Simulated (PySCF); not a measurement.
## UHF on P (phosphorus, neutral)

Configuration: [Ne] 3s1 3p4, high-spin 4P determinant (an excited configuration). All numbers are calculated (PySCF 2.14, the non-relativistic Hamiltonian (point nucleus), in dyall-av3z (19s12p3d2f, 84 functions)).

```
Total energy                                                  : -340.428897 hartree
One-electron energy                                           : -470.3686 hartree
Hartree (Coulomb) energy                                      : 152.5623 hartree
Exchange energy                                               : -22.6227 hartree
Kinetic energy                                                : 340.42844 hartree
⟨S²⟩                                                          : 3.7975
⟨L²⟩                                                          : 2.018
Sum of ⟨r⟩                                                    : 15.39 bohr
Sum of ⟨r²⟩                                                   : 32.98 bohr²
Traceless quadrupole moment −½Σ⟨3z² − r²⟩ along its main axis : -3.31 e·bohr²
Density at the nucleus (Gaussians lack the cusp)              : 2170 bohr⁻³
Spin density at the nucleus                                   : 6.65 bohr⁻³
Langevin diamagnetic susceptibility                           : -26.1 ×10⁻⁶ cm³/mol
```

| shell | electrons | mean orbital energy (eV) | spread (eV) | rms radius, mean of both spins (bohr) |
| --- | --- | --- | --- | --- |
| 1s α | 1 | -2178.4 | 0 | 0.120 |
| 1s β | 1 | -2177.4 | 0 | 0.120 |
| 2s α | 1 | -206.72 | 0 | 0.563 |
| 2s β | 1 | -205.29 | 0 | 0.563 |
| 2p α | 3 | -149.56 | 0.339 | 0.539 |
| 2p β | 3 | -148.22 | 0.319 | 0.539 |
| 3s α | 1 | -24.391 | 0 | 2.02 |
| 3p α | 3 | -11.882 | 1.374 | 2.57 |
| 3p β | 1 | -6.476 | 0 | 2.57 |

Spin-orbit constants ζ (cm⁻¹) from the X2C one-electron operator on these orbitals (non-relativistic here): bare nucleus, nucleus screened by l(l+1)(2l+1)/3 electrons, and screened by the Breit-Pauli mean field of the electrons.

```csv
shell,bare,screened nucleus,mean field
2p,5411,4689,4362
3p,321.9,279.0,255.5
```

To first order the Landé constant is A = -85.16 cm⁻¹, so the lowest level has J = 5/2 and lies 0.0158 eV below the centre of the term. This holds in LS coupling only.
